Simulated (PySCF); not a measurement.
BHF2, SMILES FBF. Geometry: B3LYP-D3(BJ)/def2-TZVP.

Give the equilibrium geometry at B3LYP-D3(BJ)/def2-TZVP (PySCF confirms it by a frequency run) as Cartesian coordinates in Å, and its point group. (An estimate is asked for; the answer gives what the named calculation found.)

point group C2v.
```xyz
4

B      0.0000     0.0000    -0.4590
H      0.0000     0.0000    -1.6458
F      0.0000     1.1300     0.2189
F      0.0000    -1.1300     0.2189
```
